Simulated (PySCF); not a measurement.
Isomers of C4H4O2S, one GFN2-xTB conformer each. Single-point energies are computed at PBE0/pcSseg-1 (PySCF, gas phase, no added dispersion term), electronic only.

```tsv
SMILES	GFN2-xTB relative energy (kJ/mol)
O=S1(=O)C=CC=C1	0.0
OCC1=COC1=S	28.0
```

Conformers: `[OH:1][CH2:2][C:3]1=[CH:4][O:5][C:6]1=[S:7]` with H–O1–C2–C3 -60°, O1–C2–C3–C4 -7°.

Task: What does PBE0/pcSseg-1 give for the same structures?

Result: 
| SMILES | PBE0/pcSseg-1 E (Eh) | PBE0/pcSseg-1 (kJ/mol) | GFN2-xTB (kJ/mol) | point group |
| --- | --- | --- | --- | --- |
| OCC1=COC1=S | -702.84373 | 0.0 | 28.0 | – |
| O=S1(=O)C=CC=C1 | -702.81379 | 78.6 | 0.0 | C2v |

GFN2-xTB puts O=S1(=O)C=CC=C1 lowest instead. As drawn, the lower has a four-membered ring, an O–H bond and a C=S bond, which the higher lacks; the higher has an S=O bond, which the lower lacks.

Task: Which frontier levels, dipoles and rotational constants go with these structures?

Result: 
```
         SMILES  HOMO (eV, PBE0/pcSseg-1)  LUMO (eV)  dipole (D)     A, B, C (MHz)
    OCC1=COC1=S                     -7.28      -2.80        2.40  4398, 1403, 1075
O=S1(=O)C=CC=C1                     -7.83      -2.53        4.88  4352, 2248, 2069
```
